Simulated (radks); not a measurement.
Species: the mercury ion Hg+. Configuration: [Xe] 4f14 5d10 6s1.

Calculated with a radial shooting solver on a logarithmic mesh with Libxc functionals: scalar-relativistic Kohn-Sham, BLYP, spin-polarised, spherical densities, finite nucleus; open shells are filled with parallel spins first (spin-orbit coupling, left out, can overturn this in heavy ions); Fermi nuclear charge, rms radius 5.4648 fm.

Energy parts (hartree):
total: -19618.6142
kinetic: 22010.1867
electron-nucleus: -48835.8387
Hartree: 7578.0544
exchange-correlation: -371.0166

Orbitals (lengths in bohr, moments of r in powers of bohr):
orbital  occ.  eigenvalue (hartree)      <r>       <r^4>
1s up       1             -3055.804  0.01659   3.995e-07
1s down     1             -3055.803  0.01659   3.995e-07
2s up       1             -541.9060  0.06993  0.00005824
2s down     1             -541.9057  0.06993  0.00005824
2p up       3             -467.5310  0.06328  0.00004759
2p down     3             -467.5308  0.06328  0.00004759
3s up       1             -128.8411   0.1807    0.002100
3s down     1             -128.8407   0.1807    0.002100
3p up       3             -107.3416   0.1821    0.002319
3p down     3             -107.3412   0.1821    0.002319
3d up       5             -84.67098   0.1650    0.001781
3d down     5             -84.67066   0.1650    0.001781
4s up       1             -28.57322   0.3993     0.04669
4s down     1             -28.57260   0.3993     0.04669
4p up       3             -21.52150   0.4255     0.06253
4p down     3             -21.52079   0.4255     0.06252
4d up       5             -13.14176   0.4490     0.08574
4d down     5             -13.14092   0.4489     0.08573
5s up       1              -4.67160   0.9014       1.206
5s down     1              -4.67041   0.9013       1.204
4f up       7              -3.85162   0.4826      0.1598
4f down     7              -3.85069   0.4826      0.1597
5p up       3              -2.77502    1.040       2.264
5p down     3              -2.77293    1.039       2.247
5d up       5              -0.69137    1.480       12.55
5d down     5              -0.68124    1.469       12.17
6s up       1              -0.55299    2.512       79.20
6s down     0              -0.52937    2.530       82.93

The highest occupied level is 6s up at -15.048 eV. The spin density at the nucleus is 183.8 e/bohr^3 (1s 0.5, 2s 0.2, 3s 0.1, 4s -0.1, 5s 0.0, 6s 183.0). For comparison, the ionisation energy in NIST's Atomic Spectra Database is 18.757 eV (measured). In exact Kohn-Sham theory the highest level is minus the ionisation energy, but local and semilocal functionals leave it too shallow, through self-interaction and a potential that decays too fast; potentials with the right tail come closer.
